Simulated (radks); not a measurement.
Values are calculated unless marked as measured or tabulated.
How relativity changes the ionisation of the phosphorus ion P+ ([Ne] 3s2 3p2) to P2+ ([Ne] 3s2 3p1). Spin-unpolarised spherical Kohn-Sham, PBE, point nucleus unless stated (finite: rms radius 3.1889 fm), a radial shooting solver on a logarithmic mesh with Libxc functionals. A level marked "c x" has the speed of light scaled by that factor and shares open shells by 2j + 1; other Dirac levels either fill j = l - 1/2 first or share by 2j + 1.

| level | E(P+) (hartree) | E(P2+) (hartree) | IE (eV) | HOMO | <r> HOMO (bohr) |
|---|---|---|---|---|---|
| non-rel. | -340.68898 | -339.98489 | 19.159 | 3p | 2.137 |
| scalar-rel. | -341.54461 | -340.84097 | 19.147 | 3p | 2.137 |
| scalar-rel., finite nucleus | -341.54434 | -340.84070 | 19.147 | 3p | 2.137 |
| Dirac, 2j+1 shares | -341.54522 | -340.84157 | 19.147 | 3p3/2 | 2.139 |
| Dirac, low j first | -341.54844 | -340.84351 | 19.182 | 3p1/2 | 2.133 |
| Dirac, 2j+1 shares, finite nucleus | -341.54494 | -340.84130 | 19.147 | 3p3/2 | 2.139 |
| Dirac, c x 0.85 | -341.87679 | -341.17332 | 19.142 | 3p3/2 | 2.140 |
| Dirac, c x 3 | -340.78362 | -340.07958 | 19.158 | 3p3/2 | 2.137 |
| Dirac, c x 100 | -340.68907 | -339.98498 | 19.159 | 3p3/2 | 2.137 |

NIST Atomic Spectra Database: 19.769 eV (semi-empirical). The relativistic part of the total energy of P+ is -0.856 hartree (Dirac, 2j+1 shares, finite nucleus), 0.25 % of the non-relativistic value. Spin polarisation and multiplet splitting of open shells are left out at every level.

Beside tabulated values, note that spin-unpolarised runs miss the spin-polarisation part of the exchange energy of open shells.
